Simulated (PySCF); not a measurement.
Electron affinity of La by level of theory

La- [Xe] 5d2 6s2 [5d3/2^2, M_J = 2] → La [Xe] 5d1 6s2 [5d3/2^1, M_J = 3/2], as a difference of total energies. All numbers are calculated (PySCF 2.14, the two-component X2C-1e Hamiltonian, in x2c-TZVPall-2c with one added diffuse shell each of s, p, d type (12s12p11d2f, 117 functions)). Correlated levels: [Ar] 3d10 frozen; the 18 highest virtual spinors dropped. "Screened" scales the spin-orbit matrix elements by Boettger's factors to mimic the two-electron term; Breit and QED terms are absent.

```tsv
method	electron affinity (eV)	error (eV)
GHF (screened spin-orbit)	-0.203	-0.761
GMP2 (screened spin-orbit)	-0.038	-0.596
```

Reference: 0.558 eV (measured; photodetachment measurements, as compiled on the Wikipedia data page of electron affinities).

Errors of the correlated levels include the incompleteness of this basis and the frozen core.

The labels give the starting determinants; with spin-orbit coupling the two ends relaxed to ⟨J²⟩ = 7.80, ⟨L²⟩ = 11.96, ⟨S²⟩ = 2.38 and ⟨J²⟩ = 3.78, ⟨L²⟩ = 7.88, ⟨S²⟩ = 1.77.

A negative affinity means that the anion lies above the atom at that level of theory.

The determinant of La- mixes levels of different J (the jj label is only the starting occupation), so the difference between spin-free and spin-orbit rows is not the physical spin-orbit shift.
